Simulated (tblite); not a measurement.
Record of a relaxation.

Compound: C4H11BrGeSi.
Numbering: `[CH3:1][CH2:2]/[C:3]([Br:4])=[C:5](/[SiH3:6])[GeH3:7]` (hydrogens: H8, H9, H10 on C1; H11, H12 on C2; H13, H14, H15 on Si6; H16, H17, H18 on Ge7)

Computed with GFN2-xTB (tblite), gas phase: L-BFGS steps from a force-field or distance-geometry start until the largest atomic force falls under 0.01 eV/Å. 8 of its 87 geometries are shown.

Step 0: E = -595.1139 eV, largest atomic force 1.565 eV/Å
```
atom  x, y, z in Å  |  force x, y, z in eV/Å
C1     -2.352    0.309   -0.502   -0.809   0.179  -0.459
C2     -1.488    0.601    0.705    0.306   0.443   0.878
C3     -0.068    0.957    0.298    0.105  -1.369   0.104
Br4     0.259    2.857    0.077   -0.016  -0.460  -0.001
C5      0.885    0.031    0.070   -0.975   1.212   0.174
Si6     2.597    0.501   -0.479    0.993   0.560  -0.177
Ge7     0.593   -1.866    0.291   -0.276  -0.859   0.334
H8     -2.418    1.218   -1.142    0.018  -0.712   0.352
H9     -3.379    0.039   -0.164    0.694   0.217  -0.316
H10    -1.954   -0.530   -1.092   -0.108   0.364   0.169
H11    -1.494   -0.271    1.407    0.245   0.408  -0.569
H12    -1.932    1.445    1.274    0.206  -0.305  -0.304
H13     3.206    1.375    0.549   -0.124  -0.162  -0.149
H14     3.441   -0.698   -0.646   -0.173   0.137   0.030
H15     2.527    1.227   -1.756   -0.043  -0.077   0.077
H16     0.164   -2.153    1.769    0.145   0.008  -0.729
H17     1.902   -2.646    0.011   -0.600   0.325   0.132
H18    -0.497   -2.389   -0.679    0.413   0.093   0.455
```

Step 12: E = -595.3272 eV, largest atomic force 0.103 eV/Å
```
atom  x, y, z in Å  |  force x, y, z in eV/Å
C1     -2.363    0.328   -0.502   -0.025   0.006  -0.023
C2     -1.481    0.601    0.714    0.069   0.058   0.047
C3     -0.074    0.899    0.304    0.048  -0.030  -0.016
Br4     0.268    2.788    0.055   -0.021   0.021  -0.030
C5      0.902    0.035    0.070   -0.032  -0.097   0.011
Si6     2.631    0.570   -0.490   -0.060  -0.039   0.022
Ge7     0.576   -1.883    0.314    0.008  -0.023   0.000
H8     -2.424    1.206   -1.143    0.038   0.011   0.022
H9     -3.368    0.063   -0.184   -0.003   0.008   0.002
H10    -1.950   -0.498   -1.079   -0.024  -0.003  -0.055
H11    -1.478   -0.280    1.368    0.014  -0.007  -0.047
H12    -1.887    1.443    1.276   -0.046   0.011   0.042
H13     3.214    1.403    0.560   -0.007   0.052  -0.018
H14     3.409   -0.661   -0.642    0.046   0.004  -0.016
H15     2.519    1.251   -1.778   -0.009   0.048   0.012
H16     0.142   -2.205    1.713    0.000  -0.005   0.009
H17     1.837   -2.631    0.035   -0.007  -0.023   0.017
H18    -0.480   -2.422   -0.604    0.011   0.008   0.019
```

Step 25: E = -595.3403 eV, largest atomic force 0.064 eV/Å
```
atom  x, y, z in Å  |  force x, y, z in eV/Å
C1     -2.360    0.362   -0.509    0.014   0.001   0.010
C2     -1.467    0.581    0.713   -0.043   0.007  -0.031
C3     -0.063    0.868    0.295    0.001   0.018   0.025
Br4     0.263    2.756   -0.013   -0.035  -0.053   0.008
C5      0.912   -0.003    0.084    0.017   0.022  -0.026
Si6     2.622    0.577   -0.491    0.013   0.022  -0.008
Ge7     0.576   -1.916    0.344    0.020  -0.008   0.012
H8     -2.395    1.259   -1.125    0.030   0.008   0.019
H9     -3.372    0.121   -0.194    0.004  -0.012  -0.011
H10    -1.971   -0.458   -1.111   -0.041   0.009  -0.020
H11    -1.469   -0.321    1.338   -0.011   0.007  -0.049
H12    -1.868    1.409    1.300    0.026   0.015   0.046
H13     3.174    1.459    0.539    0.001  -0.038   0.007
H14     3.455   -0.618   -0.662   -0.025   0.043   0.004
H15     2.479    1.300   -1.757   -0.002  -0.059  -0.003
H16     0.136   -2.238    1.740    0.003   0.016   0.019
H17     1.824   -2.686    0.073    0.036  -0.009  -0.003
H18    -0.484   -2.444   -0.574   -0.007   0.011   0.000
```

Step 37: E = -595.3486 eV, largest atomic force 0.078 eV/Å
```
atom  x, y, z in Å  |  force x, y, z in eV/Å
C1     -2.369    0.411   -0.521    0.005   0.003   0.006
C2     -1.469    0.546    0.708   -0.026   0.006  -0.022
C3     -0.067    0.837    0.289   -0.020  -0.041   0.048
Br4     0.221    2.721   -0.055    0.008   0.012   0.003
C5      0.921   -0.022    0.091   -0.006   0.002  -0.005
Si6     2.614    0.586   -0.495    0.010  -0.011  -0.008
Ge7     0.608   -1.935    0.376    0.009   0.070  -0.012
H8     -2.365    1.332   -1.101   -0.008  -0.014   0.043
H9     -3.391    0.195   -0.214    0.025   0.003  -0.037
H10    -2.010   -0.399   -1.156   -0.046   0.014   0.007
H11    -1.485   -0.390    1.281    0.007   0.035  -0.047
H12    -1.845    1.350    1.345    0.005  -0.031   0.002
H13     3.151    1.466    0.539    0.018   0.045   0.014
H14     3.484   -0.576   -0.669    0.017  -0.075   0.011
H15     2.444    1.267   -1.776    0.000   0.029  -0.034
H16     0.164   -2.225    1.775    0.013  -0.023   0.049
H17     1.852   -2.715    0.106    0.003   0.019   0.000
H18    -0.467   -2.442   -0.533   -0.013  -0.042  -0.017
```

Step 49: E = -595.3581 eV, largest atomic force 0.037 eV/Å
```
atom  x, y, z in Å  |  force x, y, z in eV/Å
C1     -2.397    0.484   -0.539   -0.005  -0.002  -0.003
C2     -1.483    0.495    0.685    0.011   0.008  -0.004
C3     -0.081    0.811    0.283   -0.002   0.028  -0.004
Br4     0.177    2.701   -0.067    0.002  -0.035   0.013
C5      0.926   -0.028    0.099   -0.021  -0.004  -0.005
Si6     2.616    0.576   -0.504    0.001   0.007   0.006
Ge7     0.644   -1.939    0.420    0.002  -0.035   0.002
H8     -2.348    1.440   -1.055   -0.022   0.014   0.003
H9     -3.426    0.301   -0.243   -0.009   0.002   0.014
H10    -2.089   -0.299   -1.230    0.012   0.004  -0.012
H11    -1.499   -0.491    1.164   -0.004   0.009   0.001
H12    -1.842    1.234    1.405   -0.002   0.010  -0.018
H13     3.153    1.502    0.491    0.008   0.020   0.022
H14     3.483   -0.595   -0.637    0.007  -0.019   0.007
H15     2.443    1.223   -1.804   -0.012   0.006  -0.021
H16     0.243   -2.224    1.838    0.010   0.006  -0.001
H17     1.904   -2.686    0.141    0.018  -0.018  -0.008
H18    -0.433   -2.500   -0.460    0.005  -0.001   0.008
```

Step 61: E = -595.3602 eV, largest atomic force 0.023 eV/Å
```
atom  x, y, z in Å  |  force x, y, z in eV/Å
C1     -2.412    0.515   -0.546   -0.013  -0.004  -0.011
C2     -1.487    0.484    0.670   -0.019   0.002  -0.011
C3     -0.083    0.795    0.275   -0.006   0.000  -0.007
Br4     0.179    2.685   -0.066    0.004   0.001  -0.004
C5      0.927   -0.042    0.098   -0.002  -0.001   0.000
Si6     2.613    0.577   -0.501    0.007  -0.003  -0.004
Ge7     0.669   -1.955    0.432   -0.008  -0.008   0.009
H8     -2.371    1.488   -1.031    0.001   0.007   0.008
H9     -3.439    0.324   -0.245   -0.006  -0.005   0.015
H10    -2.115   -0.245   -1.267    0.022  -0.001  -0.007
H11    -1.514   -0.511    1.127    0.006  -0.004   0.002
H12    -1.837    1.213    1.406    0.004   0.010   0.014
H13     3.145    1.521    0.481   -0.004  -0.003   0.007
H14     3.484   -0.596   -0.614    0.013   0.007  -0.002
H15     2.430    1.206   -1.810    0.007  -0.005  -0.002
H16     0.289   -2.221    1.858    0.005  -0.002   0.004
H17     1.930   -2.701    0.145   -0.008   0.014  -0.005
H18    -0.417   -2.532   -0.425   -0.003  -0.005  -0.004
```

Step 74: E = -595.3610 eV, largest atomic force 0.027 eV/Å
```
atom  x, y, z in Å  |  force x, y, z in eV/Å
C1     -2.421    0.527   -0.547    0.004  -0.004   0.008
C2     -1.490    0.484    0.664    0.013   0.003   0.023
C3     -0.085    0.791    0.268   -0.011  -0.011  -0.015
Br4     0.180    2.680   -0.078    0.000  -0.001  -0.006
C5      0.924   -0.048    0.092   -0.001   0.007   0.008
Si6     2.614    0.572   -0.499   -0.002   0.002   0.003
Ge7     0.670   -1.960    0.437    0.001   0.014  -0.012
H8     -2.395    1.512   -1.011    0.000  -0.005   0.002
H9     -3.442    0.315   -0.244    0.002  -0.004  -0.001
H10    -2.113   -0.214   -1.284   -0.001   0.004  -0.010
H11    -1.517   -0.514    1.115    0.000  -0.002  -0.009
H12    -1.831    1.209    1.407   -0.003   0.004   0.003
H13     3.131    1.521    0.486   -0.001   0.002   0.002
H14     3.501   -0.589   -0.604   -0.001  -0.010   0.005
H15     2.436    1.191   -1.812    0.003   0.004  -0.004
H16     0.312   -2.225    1.869   -0.002   0.000   0.005
H17     1.935   -2.693    0.136    0.003  -0.008  -0.002
H18    -0.418   -2.551   -0.407   -0.004   0.004   0.003
```

Step 86: E = -595.3615 eV, largest atomic force 0.008 eV/Å
```
atom  x, y, z in Å  |  force x, y, z in eV/Å
C1     -2.424    0.530   -0.544    0.003  -0.001  -0.002
C2     -1.489    0.483    0.663   -0.003  -0.001  -0.005
C3     -0.086    0.791    0.259    0.001   0.003  -0.006
Br4     0.176    2.677   -0.103   -0.003  -0.002   0.004
C5      0.924   -0.048    0.088    0.003   0.002   0.005
Si6     2.616    0.570   -0.495    0.003   0.000  -0.001
Ge7     0.671   -1.959    0.436    0.000  -0.002   0.003
H8     -2.416    1.523   -0.991   -0.005   0.002   0.003
H9     -3.442    0.294   -0.243    0.006   0.002   0.003
H10    -2.105   -0.191   -1.295   -0.005  -0.006  -0.001
H11    -1.512   -0.518    1.108   -0.002  -0.003   0.000
H12    -1.826    1.203    1.412   -0.001   0.002   0.000
H13     3.123    1.524    0.492    0.004   0.000  -0.001
H14     3.499   -0.595   -0.584    0.005   0.004   0.001
H15     2.453    1.186   -1.812    0.002  -0.001   0.001
H16     0.327   -2.222    1.872    0.001   0.000  -0.002
H17     1.931   -2.696    0.122   -0.004  -0.001  -0.001
H18    -0.429   -2.546   -0.396   -0.003   0.002   0.001
```

Problem. Summarise the path.

Solution. The energy falls by 23.89 kJ/mol from step 0 to step 86; nine tenths of that is first reached at step 21. It falls at every step. The largest force goes from 1.565 to 0.008 eV/Å. Among the bonds Ge7–H16 changes most, from 1.566 to 1.500 Å; the atoms move by 0.243 Å rms after alignment.

The cost below is that of the whole relaxation. Time: 0.81 s. Hardware: Arm Neoverse V1, one thread, shared host.
